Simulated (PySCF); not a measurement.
A geometry optimisation, step by step.

Compound: CH5BF2SSi.
Atom-mapped SMILES: `[F:1][B:2]([F:3])[CH2:4][S:5][SiH3:6]` (hydrogens: H7, H8 on C4; H9, H10, H11 on Si6)

Computed by this run: PBE0-D3(BJ)/def2-SVP geometry optimisation, gas phase (PySCF 2.14.0); density fitting, grid level 1; the optimiser is geomeTRIC in internal coordinates, started from a GFN2-xTB structure with every atom displaced at random (about 0.01 Å). The frame can shift and turn from step to step; on so coarse a grid that alone can change the energy by a few meV, and forces under 0.02 eV/Å are noise.

Step 0: E = -25919.7049 eV, largest atomic force 1.251 eV/Å
```
atom  x, y, z in Å  |  force x, y, z in eV/Å
F1     -0.956    1.712   -0.057    0.145   0.408   0.252
B2     -1.485    0.563   -0.418    0.008  -0.289  -0.440
F3     -2.221    0.602   -1.522    0.050  -0.248   0.371
C4     -1.110   -0.750    0.356   -0.469   0.018  -0.503
S5      0.396   -1.382   -0.468    0.205  -0.014  -0.132
Si6     1.833    0.158    0.030   -0.842  -0.862   0.334
H7     -0.916   -0.633    1.418    0.017   0.176   0.444
H8     -1.853   -1.545    0.220   -0.098  -0.037   0.004
H9      1.601    0.510    1.447    0.096   0.181   0.239
H10     1.668    1.291   -0.848    0.089   0.840  -0.476
H11     3.082   -0.550   -0.175    0.798  -0.173  -0.093
```

Step 1: E = -25919.7971 eV, largest atomic force 0.135 eV/Å
```
atom  x, y, z in Å  |  force x, y, z in eV/Å
F1     -1.015    1.732   -0.146    0.004  -0.025  -0.065
B2     -1.530    0.554   -0.460   -0.102  -0.052   0.071
F3     -2.371    0.513   -1.476    0.078   0.053   0.032
C4     -1.134   -0.730    0.337    0.068   0.013   0.051
S5      0.391   -1.372   -0.484   -0.003   0.004  -0.008
Si6     1.863    0.109    0.053   -0.064   0.065  -0.055
H7     -0.939   -0.568    1.409   -0.015   0.033  -0.057
H8     -1.876   -1.532    0.229    0.001  -0.027  -0.016
H9      1.695    0.488    1.486   -0.004  -0.020   0.034
H10     1.777    1.337   -0.792    0.013  -0.003   0.021
H11     3.174   -0.556   -0.174    0.023  -0.040  -0.007
```

Step 2: E = -25919.7988 eV, largest atomic force 0.128 eV/Å
```
atom  x, y, z in Å  |  force x, y, z in eV/Å
F1     -1.014    1.732   -0.183    0.057   0.004   0.096
B2     -1.541    0.549   -0.458    0.020   0.045  -0.118
F3     -2.381    0.509   -1.474   -0.051  -0.067   0.013
C4     -1.130   -0.726    0.342   -0.020  -0.006   0.021
S5      0.386   -1.362   -0.498   -0.002   0.022  -0.010
Si6     1.860    0.110    0.054   -0.005   0.016  -0.017
H7     -0.924   -0.552    1.408   -0.003   0.013  -0.002
H8     -1.868   -1.534    0.246    0.005  -0.004   0.007
H9      1.703    0.451    1.499   -0.003  -0.013   0.003
H10     1.777    1.358   -0.760    0.003  -0.002   0.012
H11     3.167   -0.561   -0.196   -0.001  -0.008  -0.003
```

Step 3: E = -25919.8003 eV, largest atomic force 0.092 eV/Å
```
atom  x, y, z in Å  |  force x, y, z in eV/Å
F1     -1.005    1.728   -0.194   -0.017   0.026   0.002
B2     -1.547    0.550   -0.462    0.058  -0.042  -0.057
F3     -2.400    0.496   -1.466   -0.024   0.046   0.020
C4     -1.128   -0.719    0.342   -0.052  -0.044   0.015
S5      0.381   -1.351   -0.512    0.007   0.026  -0.017
Si6     1.859    0.110    0.054    0.025  -0.025   0.010
H7     -0.912   -0.535    1.403    0.007  -0.002   0.025
H8     -1.864   -1.530    0.258    0.011   0.004   0.015
H9      1.709    0.421    1.508   -0.001  -0.005  -0.014
H10     1.780    1.373   -0.734   -0.002   0.003   0.002
H11     3.161   -0.567   -0.212   -0.011   0.013  -0.002
```

Step 4: E = -25919.8013 eV, largest atomic force 0.040 eV/Å
```
atom  x, y, z in Å  |  force x, y, z in eV/Å
F1     -1.003    1.729   -0.204    0.005   0.007  -0.019
B2     -1.549    0.552   -0.466   -0.009  -0.024   0.031
F3     -2.425    0.502   -1.450    0.009   0.030   0.014
C4     -1.126   -0.716    0.341   -0.033  -0.008  -0.009
S5      0.376   -1.344   -0.526    0.011   0.010  -0.026
Si6     1.862    0.104    0.052    0.021  -0.030   0.015
H7     -0.899   -0.526    1.399    0.001  -0.003   0.012
H8     -1.862   -1.528    0.269    0.007   0.002   0.003
H9      1.715    0.394    1.510    0.000   0.000  -0.010
H10     1.786    1.379   -0.717   -0.005   0.004  -0.005
H11     3.160   -0.573   -0.226   -0.007   0.011  -0.006
```

Step 5: E = -25919.8021 eV, largest atomic force 0.109 eV/Å
```
atom  x, y, z in Å  |  force x, y, z in eV/Å
F1     -0.975    1.729   -0.213    0.014  -0.023  -0.025
B2     -1.551    0.561   -0.456   -0.050   0.010   0.096
F3     -2.466    0.532   -1.403    0.039   0.002  -0.001
C4     -1.125   -0.711    0.343    0.003   0.044  -0.011
S5      0.360   -1.331   -0.561   -0.001  -0.017  -0.023
Si6     1.862    0.091    0.039    0.005  -0.010   0.011
H7     -0.871   -0.518    1.396   -0.009  -0.013  -0.008
H8     -1.863   -1.522    0.291    0.000  -0.002  -0.018
H9      1.721    0.344    1.504    0.001   0.004   0.002
H10     1.789    1.386   -0.695   -0.004   0.002  -0.012
H11     3.154   -0.586   -0.263    0.002   0.003  -0.011
```

Step 6: E = -25919.8020 eV, largest atomic force 0.104 eV/Å
```
atom  x, y, z in Å  |  force x, y, z in eV/Å
F1     -0.937    1.725   -0.193    0.013  -0.033  -0.008
B2     -1.541    0.571   -0.435   -0.055   0.027   0.084
F3     -2.467    0.571   -1.372    0.028  -0.025  -0.013
C4     -1.129   -0.714    0.348    0.031   0.065   0.009
S5      0.346   -1.331   -0.578   -0.011  -0.029  -0.009
Si6     1.855    0.083    0.022   -0.009   0.026  -0.001
H7     -0.864   -0.534    1.401   -0.008  -0.018  -0.022
H8     -1.873   -1.519    0.295   -0.007  -0.001  -0.030
H9      1.717    0.334    1.487    0.004   0.001   0.010
H10     1.781    1.380   -0.709    0.005  -0.002  -0.009
H11     3.146   -0.593   -0.284    0.010  -0.010  -0.011
```

Step 7: E = -25919.8026 eV, largest atomic force 0.053 eV/Å
```
atom  x, y, z in Å  |  force x, y, z in eV/Å
F1     -0.935    1.725   -0.180    0.007  -0.010   0.000
B2     -1.541    0.573   -0.426   -0.027   0.026   0.037
F3     -2.462    0.576   -1.368    0.006  -0.014  -0.006
C4     -1.131   -0.715    0.351    0.032   0.022   0.014
S5      0.343   -1.331   -0.578   -0.010  -0.017   0.003
Si6     1.856    0.083    0.018   -0.015   0.024  -0.007
H7     -0.869   -0.542    1.405    0.000  -0.017  -0.011
H8     -1.877   -1.518    0.289   -0.006   0.001  -0.022
H9      1.721    0.341    1.482    0.003  -0.003   0.003
H10     1.784    1.377   -0.721    0.005  -0.002  -0.004
H11     3.146   -0.596   -0.289    0.004  -0.009  -0.007
```

Step 8: E = -25919.8029 eV, largest atomic force 0.023 eV/Å
```
atom  x, y, z in Å  |  force x, y, z in eV/Å
F1     -0.934    1.727   -0.164    0.002   0.004   0.002
B2     -1.542    0.577   -0.414   -0.009   0.013   0.014
F3     -2.460    0.582   -1.359   -0.002  -0.001  -0.002
C4     -1.132   -0.716    0.354    0.021  -0.007   0.006
S5      0.340   -1.331   -0.579   -0.002  -0.005   0.007
Si6     1.856    0.084    0.010   -0.009   0.011  -0.012
H7     -0.869   -0.552    1.409    0.003  -0.013   0.004
H8     -1.878   -1.518    0.284   -0.006   0.005  -0.011
H9      1.725    0.348    1.474    0.002  -0.004  -0.003
H10     1.786    1.374   -0.735    0.002   0.000  -0.001
H11     3.143   -0.601   -0.297   -0.001  -0.003  -0.004
```

Q: Summarise the path.

A: The energy falls by 0.0980 eV from step 0 to step 8; nine tenths of that is first reached at step 1. It never rises by more than 0.2 meV. The largest force goes from 1.251 to 0.023 eV/Å. Among the bonds Si6–H10 changes most, from 1.443 to 1.491 Å; the atoms move by 0.130 Å rms after alignment.

Q: Follow the three bonds and two angles with the largest change from start to end.

A: 
| step | E above end (eV) | largest force (eV/Å) | Si6–H10 (Å) | Si6–H11 (Å) | C4–S5 (Å) | H10–Si6–H11 (°) | S5–Si6–H10 (°) |
| --- | --- | --- | --- | --- | --- | --- | --- |
| 0 | 0.0980 | 1.251 | 1.443 | 1.450 | 1.830 | 113.3 | 110.0 |
| 1 | 0.0057 | 0.135 | 1.492 | 1.488 | 1.847 | 109.4 | 112.6 |
| 2 | 0.0041 | 0.128 | 1.492 | 1.490 | 1.846 | 109.5 | 113.2 |
| 3 | 0.0026 | 0.092 | 1.491 | 1.491 | 1.845 | 109.6 | 113.5 |
| 4 | 0.0015 | 0.040 | 1.491 | 1.491 | 1.845 | 109.7 | 113.7 |
| 5 | 0.0008 | 0.109 | 1.490 | 1.490 | 1.846 | 109.7 | 113.7 |
| 6 | 0.0009 | 0.104 | 1.491 | 1.489 | 1.848 | 109.7 | 113.5 |
| 7 | 0.0003 | 0.053 | 1.491 | 1.489 | 1.848 | 109.6 | 113.5 |
| 8 | 0.0000 | 0.023 | 1.491 | 1.490 | 1.848 | 109.6 | 113.5 |

The cost below is that of the whole optimisation. Time: 50 s; peak memory 0.51 GiB. Hardware: one thread of an Arm Neoverse V1 (shared host).
